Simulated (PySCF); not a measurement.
## Unknowns

[PySCF 2.14: NMR shieldings at PBE0/pcSseg-1/GIAO; coordinates at the GFN2-xTB level; one computed conformer; rapidly exchanging positions averaged; no solvent; relativity neglected]

Scale: TMS for ¹H and ¹³C (reference shieldings calculated alike). Where no couplings were computed, multiplicities follow the n + 1 count of equivalent neighbours, and m marks all less simple cases (inequivalent or close neighbours, rings, F or P nearby). Shifts are as computed. Against solution values, carbons near 30 ppm lie about +3 ppm off and those near 130 ppm about +5 ppm; carbons on Cl a further +6 ppm. Of 1211 compounds with measured shifts, 218 miss one by over three times the rms of a fit or turn the order of signals round; such compounds aren't used in these exercises. Carbons bonded to Cl come out too deshielded.

Task: C5H18Si3. ¹H NMR (400 MHz, computed): δ 3.93 (m, 1H), 3.55 (d, 6H), 1.18 (d, 2H), 0.98 (s, 9H). ¹³C{¹H} NMR (computed): δ 35.1 (CH3), 33.5 (C), 33.1 (CH2). Identify the compound.

Result: `CC(C)(C)C[SiH]([SiH3])[SiH3]`. Rings plus π bonds: 0. 3 carbon signals for 5 carbons: some carbons are equivalent by symmetry or fast rotation. Carbon types of the structure: 1 × C, 1 × CH2, 3 × CH3, leaving 7 H on heteroatoms. δC 35.1: methyl carbon; aliphatic region, no heteroatom directly attached. δC 33.5: quaternary sp3 carbon; saturated and bonded to C and H only. δC 33.1: sp3 CH2 bonded to Si. δH 0.98: hydrogen on a methyl carbon; far from electronegative atoms and π systems.

This is the structure that produced the data.

Task: C6H5ClO2. ¹H NMR (400 MHz, computed): δ 7.26 (d, 1H), 6.12 (d, 1H), 2.19 (s, 3H). ¹³C{¹H} NMR (computed): δ 164.6 (C), 162.3 (C), 145.5 (CH), 130.2 (C), 109.6 (CH), 20.8 (CH3). Give a structure.

Result: `Cc1ccc(Cl)oc1=O`. The formula gives 4 degrees of unsaturation (1 ring in the answer). 6 carbon signals for 6 carbons: no two carbons are equivalent. Carbon types of the structure: 3 × C, 2 × CH, 1 × CH3, which accounts for all hydrogens. δC 164.6: ring carbonyl carbon. δC 162.3, 130.2: unsaturated ring carbon. δC 145.5, 109.6: unsaturated ring CH. δC 20.8: methyl carbon on an unsaturated ring; saturated and bonded to C and H only.

The shifts were computed for this structure.
